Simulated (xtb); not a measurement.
W(NH)(NMe)(OH)2 (CH6N2O2W), SMILES C[N]=[W](=[NH])([OH])[OH], multiplicity 1. All values are semi-empirical tight-binding results from xtb (GFN2-xTB unless named), good for trends rather than for accurate numbers. Geometry optimised at GFN2-xTB. The spin state was assumed, not searched. One conformer was computed; it need not be the lowest.

For metal compounds this method's bond lengths and energies can be far off.

Computed properties:
```
Property                                      Result
-------------------------------------  -------------
orbital gap                                  2.78 eV
zero-point energy                      46.8 kcal/mol
G − E(el) at 298.15 K (modified RRHO)  23.5 kcal/mol
```
